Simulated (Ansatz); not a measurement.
Species: C$_{6}$H$_{11}$, net charge 0, doublet state. It need not be the lowest isomer of its formula. 
Coordinates optimised at B3LYP-D3(BJ)/def2-TZVP (Ansatz, an electronic-structure program):
SMILES: C[CH]C/C=C\C
```xyz
17

C      1.8638     0.6348     0.9253
C      1.7678    -0.0700    -0.3784
C      0.5509    -0.8721    -0.7164
C     -0.6085     0.0307    -1.0738
C     -1.6478     0.3494    -0.3048
C     -1.9436    -0.1400     1.0789
H      1.1325     1.4535     0.9992
H      1.6470    -0.0400     1.7612
H      2.8526     1.0663     1.0840
H      2.4480     0.2017    -1.1764
H      0.2824    -1.5117     0.1290
H      0.7604    -1.5316    -1.5628
H     -0.5378     0.4971    -2.0518
H     -2.3755     1.0454    -0.7132
H     -1.2025    -0.8492     1.4436
H     -1.9791     0.6960     1.7838
H     -2.9239    -0.6236     1.1190
```
Charge 0, spin multiplicity 2.

Total electronic energies in hartree. Correlated levels leave the core frozen unless marked. UHF or UKS for open shells. No spin-orbit coupling. No relativistic terms. CBS(X,Y): correlation extrapolated as X^-3; Hartree-Fock from the larger set. [CCSD(T)-MP2]/basis is that difference in the basis named.

| level | program | energy (Eh) |
|---|---|---|
| HF/6-31G* | Ansatz | -233.54728 |
| SVWN5/def2-TZVPD | Ansatz | -233.03172 |
| revPBE/def2-TZVPD | Ansatz | -235.19234 |
| B3LYP/def2-TZVPD | Ansatz | -235.27833 |
| PBE0/STO-3G | Ansatz | -232.08189 |
| PBE0/def2-SVP | Ansatz | -234.72162 |
| PBE0-D3(BJ)/def2-TZVP | Ansatz + dftd3 | -234.98220 |
| PBE0/def2-TZVP | Ansatz | -234.97047 |
| BHLYP-D4/def2-TZVPD | Ansatz + dftd4 | -235.12846 |
| HSE06-D3(BJ)/def2-TZVPD | Ansatz + dftd3 | -234.96504 |
| LC-wPBE-D4/def2-TZVPD | Ansatz + dftd4 | -235.12629 |
| B2GP-PLYP-D3(BJ)/def2-TZVPD | Ansatz + dftd3 | -234.98661 |
| MP2/6-31G* | Ansatz | -234.29855 |
| MP2/cc-pVDZ | Ansatz | -234.38072 |
| SCS-MP2/6-31G* | Ansatz | -234.29267 |
| SCS-MP2/cc-pVTZ | Ansatz | -234.63069 |
| CCSD/6-31G | Ansatz | -234.05010 |
| CCSD/cc-pVTZ | Ansatz | -234.69043 |
| CCSD(T)/6-31G* | Ansatz | -234.39858 |
| CCSD(T)/cc-pVDZ | Ansatz | -234.48925 |
| CCSD(T)/cc-pVTZ | Ansatz | -234.73477 |
| CCSD(T)/cc-pwCVTZ | Ansatz | -234.74767 |
| RI-MP2/CBS(cc-pVTZ,cc-pVQZ)+[CCSD(T)-MP2]/cc-pVTZ | Ansatz | -234.8561 |

Totals of different functionals don't rank their quality; only differences between species are comparable.
